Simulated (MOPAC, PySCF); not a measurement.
C$_{5}$H$_{5}$NO, SMILES `O=C1CC=CC=N1`, neutral singlet in the gas phase. 

Z-matrix (Å, degrees):
```
C
C 1 1.3430
H 2 1.0919 1 122.27
H 1 1.0945 2 121.43 3 0.42
C 2 1.4607 3 119.20 1 176.46
N 5 1.2844 2 125.94 3 173.43
H 5 1.1014 6 116.75 2 -178.80
C 6 1.4079 5 118.01 7 178.07
O 8 1.2036 6 120.63 5 -158.64
C 1 1.4879 4 119.03 2 -178.14
H 10 1.1008 1 112.69 4 -42.24
H 10 1.1092 11 104.86 8 114.52
```
Charge 0, multiplicity 1.

All levels are single points at this geometry (PBE0-D4/def2-SVP); Pople sets use spherical d functions. Orbital energies aren't observables, and empty levels follow the basis.

```
level                            HOMO (eV)  LUMO (eV)  gap (eV)  dipole (D)  vertical IE, Delta-SCF (eV)
-------------------------------  ---------  ---------  --------  ----------  ---------------------------
B3LYP-D3(BJ)/def2-TZVP in PySCF      -7.04      -2.66      4.37        5.24                         9.25
PBE0-D4/def2-TZVP in PySCF           -7.25      -2.46      4.80        5.23                         9.27
B3LYP/3-21G in PySCF                 -6.48      -2.18      4.30        4.74                            –
B3LYP/6-31G* in PySCF                -6.68      -2.26      4.42        4.96                         9.02
BP86/6-31G* in PySCF                 -5.51      -3.08      2.42        4.74                            –
PBE/6-31G* in PySCF                  -5.38      -2.98      2.40        4.70                         8.63
SVWN5/6-31G* in PySCF                -5.51      -3.18      2.33        4.82                         8.81
HF/6-31G* in PySCF                  -10.02       1.68     11.70        5.80                            –
PM3 in MOPAC                        -10.12      -0.92      9.20        4.52                            –
```
